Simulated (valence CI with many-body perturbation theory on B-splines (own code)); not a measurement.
# E1 transitions of Ca13+

Computed by configuration interaction combined with many-body perturbation theory (CI+MBPT): five valence electrons over a frozen Dirac-Fock core [He], radial functions for each j: 11 s, 11 p, 10 d, 8 f, 5 g, 2 h, with the one-electron correlation potential Σ1, the two-electron term Σ2, the three-electron term Σ3, Breit, model QED; selected CI, second order for the rest, scaled by the run's own slope (own B-spline code, finite nucleus).

No measured levels were compared; by estimate levels of excited configurations hold to 0.05 to 0.15 % of their energy, terms of the ground configuration to about 0.5 %. Among the levels kept, up to 5500 cm⁻¹ of a level comes from second order outside the variational space, and about a tenth of that is noise between levels of different J, which matters for small intervals.

Lines 51 to 100 of 552 in falling wavelength, among levels below 596.40 eV, chosen from the strongest by gf and those to the six lowest levels. Wavelengths and rates use the calculated energies, so an error of 400 cm⁻¹ moves a line at 63.80 nm by 0.26 % and its rate by three times that or more. Electric multipoles are in the length gauge, E1 and E2 with the static RPA response of the core. Weak lines are less certain than strong ones. Lines between different terms over intervals too small for the method are left out, as are lines whose strength nearly cancels. Where a level lies close to another of its J and parity, the split of strength between their lines is uncertain. The highest levels of a list are the least certain.

Names give the largest LS component (configuration and term), which can be under half, so a name can repeat, a term be missing and a line seem to break the LS rules; names also repeat where a configuration has a term twice. Letters in brackets count levels of one name in rising energy.

```tsv
λ vac (nm)	Upper	Lower	A (s⁻¹)	S (a.u.) with core polarisation	S without
63.80	2s 2p3 3p 4F_7/2	2s 2p3 3s 4D°_5/2	1.59e+09	1.63e+00	1.63e+00
63.19	2s2 2p2 3p 2F°_7/2	2s2 2p2 3s 2D_5/2	1.56e+09	1.55e+00	1.55e+00
62.83	2s2 2p2 3p 4P°_3/2	2s2 2p2 3s 4P_3/2	6.47e+08	3.17e-01	3.17e-01
62.82	2s 2p3 3p 6P_7/2	2s 2p3 3s 6S°_5/2	1.73e+09	1.70e+00	1.70e+00
62.23	2s 2p3 3d 4P°_1/2 [a]	2s 2p3 3p 4P_3/2 [b]	8.35e+08	1.99e-01	1.99e-01
62.13	2s2 2p2 3p 4P°_1/2	2s2 2p2 3s 4P_3/2	1.07e+09	2.54e-01	2.54e-01
61.95	2s2 2p2 3d 2P_3/2 [b]	2s2 2p2 3p 2P°_3/2 [b]	7.60e+08	3.57e-01	3.57e-01
61.67	2s 2p3 3d 4F°_7/2 [a]	2s 2p3 3p 4D_7/2 [a]	4.61e+08	4.27e-01	4.27e-01
61.32	2s 2p3 3d 4D°_7/2 [c]	2s 2p3 3p 4P_5/2 [c]	1.15e+09	1.05e+00	1.05e+00
61.25	2s 2p3 3d 4D°_5/2 [c]	2s 2p3 3p 4P_5/2 [c]	4.65e+08	3.16e-01	3.16e-01
61.12	2s 2p3 3d 4F°_5/2 [a]	2s 2p3 3p 4D_5/2 [a]	5.93e+08	4.01e-01	4.01e-01
61.10	2s 2p3 3d 4D°_3/2 [c]	2s 2p3 3p 4P_3/2 [c]	5.39e+08	2.43e-01	2.43e-01
61.00	2s 2p3 3d 6D°_7/2	2s 2p3 3p 6P_7/2	5.95e+08	5.33e-01	5.33e-01
60.97	2s2 2p2 3p 2P°_3/2 [a]	2s2 2p2 3s 2P_3/2	9.43e+08	4.22e-01	4.22e-01
60.97	2s 2p3 3d 4F°_9/2 [b]	2s 2p3 3p 4D_7/2 [b]	1.67e+09	1.87e+00	1.87e+00
60.94	2s 2p3 3d 4D°_1/2 [c]	2s 2p3 3p 4P_1/2 [c]	1.00e+09	2.24e-01	2.24e-01
60.88	2s 2p3 3d 4G°_11/2	2s 2p3 3p 4F_9/2	1.70e+09	2.27e+00	2.27e+00
60.85	2s 2p3 3d 6D°_9/2	2s 2p3 3p 6P_7/2	1.68e+09	1.87e+00	1.87e+00
60.71	2s 2p3 3d 4D°_5/2 [c]	2s 2p3 3p 4P_3/2 [c]	6.68e+08	4.43e-01	4.43e-01
60.52	2s 2p3 3d 4G°_9/2	2s 2p3 3p 4F_7/2	1.64e+09	1.79e+00	1.79e+00
60.17	2s 2p3 3d 4G°_5/2	2s 2p3 3p 2P_3/2 [a]	6.26e+08	4.04e-01	4.04e-01
60.09	2s 2p3 3d 4F°_3/2 [a]	2s 2p3 3p 4D_1/2 [a]	7.18e+08	3.08e-01	3.08e-01
60.05	2s 2p3 3d 4F°_7/2 [a]	2s 2p3 3p 4D_5/2 [a]	8.19e+08	7.00e-01	7.01e-01
60.04	2s2 2p2 3d 2D_5/2 [b]	2s2 2p2 3p 2D°_5/2 [b]	5.22e+08	3.34e-01	3.34e-01
60.00	2s 2p3 3d 4F°_9/2 [a]	2s 2p3 3p 4D_7/2 [a]	9.98e+08	1.06e+00	1.06e+00
59.76	2s 2p3 3d 4G°_7/2	2s 2p3 3p 4F_5/2	1.60e+09	1.35e+00	1.35e+00
59.76	2s2 2p2 3p 2P°_1/2 [c]	2s2 2p2 3s 2S_1/2	1.80e+09	3.79e-01	3.79e-01
59.74	2s2 2p2 3d 2D_3/2 [b]	2s2 2p2 3p 2D°_3/2 [b]	6.07e+08	2.55e-01	2.55e-01
59.57	2s 2p3 3d 4F°_5/2 [a]	2s 2p3 3p 4D_3/2 [a]	6.60e+08	4.13e-01	4.13e-01
59.56	2s 2p3 3d 4F°_7/2 [b]	2s 2p3 3p 4D_5/2 [b]	1.55e+09	1.29e+00	1.29e+00
59.53	2s 2p3 3d 4S°_3/2	2s 2p3 3p 4P_5/2 [b]	6.50e+08	2.71e-01	2.71e-01
59.49	2s 2p3 3d 6D°_3/2	2s 2p3 3p 6P_5/2	5.20e+08	2.16e-01	2.16e-01
59.46	2s 2p3 3d 6D°_5/2	2s 2p3 3p 6P_5/2	1.03e+09	6.41e-01	6.41e-01
59.41	2s 2p3 3d 6D°_7/2	2s 2p3 3p 6P_5/2	1.14e+09	9.40e-01	9.40e-01
59.20	2s 2p3 3d 4F°_5/2 [b]	2s 2p3 3p 4D_5/2 [b]	3.24e+08	1.99e-01	1.99e-01
59.19	2s 2p3 3p 2D_3/2 [a]	2s 2p3 3s 2D°_5/2 [a]	4.64e+08	1.90e-01	1.90e-01
59.17	2s2 2p2 3p 2P°_3/2 [c]	2s2 2p2 3s 2S_1/2	1.78e+09	7.28e-01	7.28e-01
59.05	2s 2p3 3p 2P_3/2 [e]	2s 2p3 3s 2P°_3/2 [b]	1.71e+09	6.94e-01	6.95e-01
58.97	2s2 2p2 3d 2D_5/2 [b]	2s2 2p2 3p 2D°_3/2 [b]	5.16e+08	3.13e-01	3.13e-01
58.91	2s 2p3 3p 2D_3/2 [a]	2s 2p3 3s 2D°_3/2 [a]	1.44e+09	5.80e-01	5.80e-01
58.67	2s 2p3 3d 6D°_1/2	2s 2p3 3p 6P_3/2	1.85e+09	3.69e-01	3.69e-01
58.66	2s 2p3 3d 6D°_3/2	2s 2p3 3p 6P_3/2	1.30e+09	5.17e-01	5.18e-01
58.63	2s 2p3 3d 6D°_5/2	2s 2p3 3p 6P_3/2	5.65e+08	3.37e-01	3.37e-01
58.62	2s 2p3 3p 2D_3/2 [c]	2s 2p3 3s 2D°_3/2 [b]	1.60e+09	6.38e-01	6.38e-01
58.60	2s 2p3 3d 2D°_3/2 [a]	2s 2p3 3p 2D_3/2 [a]	7.33e+08	2.91e-01	2.91e-01
58.60	2s 2p3 3d 4F°_5/2 [b]	2s 2p3 3p 4D_3/2 [b]	1.26e+09	7.49e-01	7.50e-01
58.49	2s 2p3 3p 2D_5/2 [a]	2s 2p3 3s 2D°_5/2 [a]	1.84e+09	1.09e+00	1.09e+00
58.30	2s 2p3 3d 4G°_5/2	2s 2p3 3p 4F_3/2	1.10e+09	6.44e-01	6.44e-01
58.11	2s 2p3 3p 2D_5/2 [c]	2s 2p3 3s 2D°_5/2 [b]	1.65e+09	9.60e-01	9.61e-01
57.98	2s2 2p2 3d 4F_9/2	2s2 2p2 3p 4D°_7/2	1.75e+09	1.68e+00	1.68e+00
```
